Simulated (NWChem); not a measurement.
System: H2TeS; SMILES [TeH]S

Input file for NWChem:

```
start job
memory heap 200 mb stack 900 mb global 1100 mb
geometry units angstroms noautoz
  Te     0.021414     0.574167     0.013518
  H     -1.641186     0.731300    -0.083764
  S      0.039432    -1.837961     0.069531
  H      0.117737    -2.032716    -1.266899
end
basis spherical
  Te library def2-svpd
  H library def2-svpd
  S library def2-svpd
end
ecp
  Te library def2-ecp
end
dft
  xc xpbe96 cpbe96
  iterations 150
end
tddft
  nroots 8
  notriplet
end
task tddft energy
```

Structure relaxed at the PBE0/def2-SVP level. def2 effective core potentials on Te; no spin-orbit coupling.

Vertical excitations in the gas phase.

Q: What results follow from this input? (PBE/def2-SVPD with def2 effective core potentials on Te, full TDDFT.) Quantities: lowest excitation, singlet (eV); oscillator strength of that lowest state; orbital gap (eV).

A: 
```
Quantity                                  Result
----------------------------------------  ------
lowest excitation, singlet (eV)             3.04
oscillator strength of that lowest state   0.002
orbital gap (eV)                            2.75
```
